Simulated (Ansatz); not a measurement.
The cluster KPbBr₃: single points at one geometry.

```yaml
crystal:
  periodic: [false, false, false]
  atoms:
    - {symbol: K, position_ang: [0.642341, 1.403108, 1.350631]}
    - {symbol: Pb, position_ang: [-0.285892, -2.149036, -0.739395]}
    - {symbol: Br, position_ang: [0.735470, -1.661337, 1.849489]}
    - {symbol: Br, position_ang: [0.623198, 0.478293, -1.781208]}
    - {symbol: Br, position_ang: [-1.715117, 1.928971, -0.679517]}
basis:
  gaussian: {orbitals: def2-TZVP, initial_orbitals: start.molden}
magnetization: {spin_polarized: true, initial_magnetization: 2}
hamiltonian: {xc: r2scan, dispersion: d4}
scf: {omitted_lower_state_checks: [starts]}
output: {orbitals: {seedname: orbitals}}
```

The file start.molden holds the orbitals of an earlier run on this structure, at another level or in another basis.

```sh
$ ansatz run in.yaml --threads 4 --pin off --events-out ev --progress --plain --max-ram 8704MiB
```

Shortened log:

```
Functional definition: r2SCAN
1835 factors; their error is unknown
mean field evaluation 1: about -231717.2853 eV, gradient 8.0e0 eV
mean field evaluation 2: about -231717.3442 eV, gradient 9.8e-2 eV
mean field evaluation 4: about -231717.2567 eV, gradient 4.0e-4 eV
mean field -231717.25673080 eV, -8515.4521212591 hartree, gradient 1.1e-5 eV, S^2 2.008149; 0 other end points of the search recorded, 0 dependent functions left out
reference -231717.25675674 eV, -8515.4521222126 hartree; 74, 72 occupied and 153, 155 virtual orbitals, 1835 factors
Total energy: -231717.30755186 eV, -8515.4539888985 hartree
Checks for a lower state left out: starts
```

Run time 20 s (4 threads of Intel Xeon Platinum 8259CL on a shared host).

As the first input, with `gaussian: {orbitals: def2-SVP, initial_orbitals: start.molden}`, `hamiltonian: {xc: {text: "exchange = 0.85*pbe_x + 0.15*exact_x\ncorrelation = pbe_c"}}` (abridged; 11 s):

```
Functional definition: unnamed
mean field -231657.07753109 eV, -8513.2405764607 hartree, gradient 1.6e-5 eV, S^2 2.004119
Total energy: -231657.07763943 eV, -8513.2405804422 hartree
Checks for a lower state left out: starts
```

Geometry: B3LYP-D4/def2-SVP.

In the def2 sets Pb takes a core potential; there is no spin–orbit coupling. In the triplet, Br4 and Br5 lie 2.96 Å apart (atoms count from 1), so these atoms are partly bonded to each other. At PBE0-D4/def2-TZVP a singlet of charge 0 lies 3.08 eV below the triplet, each at its own geometry. The structure comes from a short search, and lower isomers may exist.
